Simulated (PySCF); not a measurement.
Structure problem from calculated spectra and properties.

Formula: CClF3O2S.

* UV, strongest line: among the 8 lowest singlet transitions: S6 at 8.06 eV (154 nm, f = 0.116) [TDDFT PBE0/def2-SVPD]
* Rotational structure: rotational constants A, B, C: 2.108, 1.335, 1.168 GHz [GFN2-xTB]
* Dipole: 1.91 D [PBE0/def2-SVPD]
* Polarisability: 57.0 au [PBE0/def2-SVPD]
* XPS: S2p3/2 175.8, Cl2p3/2 207.5, C1s 299.6, O1s 539.4 (×2), F1s 695.5 (×3), S1s 2484.7, Cl1s 2830.0 eV [ΔSCF SCAN, pcX-2 on the ionised atom, pcseg-1 elsewhere, spin-free X2C, 2p3/2 from a spin–orbit splitting computed afterwards within the 2p shell]
* UV, first state: lowest singlet excitation: 6.03 eV (206 nm, f = 0.004) [TDDFT PBE0/def2-SVPD]
* Triplet: lowest triplet excitation (Tamm–Dancoff): 5.34 eV [TDA PBE0/def2-SVPD]

Electronic properties: PySCF, gas phase, density fitting. Levels stand in brackets. Isolated species at its GFN2-xTB geometry, gas phase.

Q: What is the compound? Reason from the data.

A: Numbering: `[O:1]=[S:2](=[O:3])([Cl:4])[C:5]([F:6])([F:7])[F:8]`. The core levels belong to: S2p3/2 175.8 eV, sulfonyl sulfur [S2]; Cl2p3/2 207.5 eV, chlorine bonded to S [Cl4]; C1s 299.6 eV, CF3 carbon [C5]; O1s 539.4 eV, sulfonyl oxygen [O1/O3]; F1s 695.5 eV, fluorine of a CF3 group [F6/F7/F8]; S1s 2484.7 eV, sulfonyl sulfur [S2]; Cl1s 2830.0 eV, chlorine bonded to S [Cl4]. One atom of each topological class was ionised and stands for its class. S1 is mainly HOMO→LUMO (weight 0.98); the largest Löwdin shares of the orbital it empties are 0.44 on the chlorine bonded to S and 0.27 on each of 2 atoms of one kind (sulfonyl oxygen), of the orbital it fills 0.45 on the chlorine bonded to S, 0.26 on the sulfonyl sulfur and 0.09 on each of 2 atoms of one kind (sulfonyl oxygen). The optimised geometry has point group Cs and is an asymmetric top. Structure: CF3SO2Cl, `O=S(=O)(Cl)C(F)(F)F`. The assignments are read from this structure; whether some other isomer fits the data as well wasn't checked.

Conformer computed: `[O:1]=[S:2](=[O:3])([Cl:4])[C:5]([F:6])([F:7])[F:8]`: O1–S2–C5–F6 -66°.
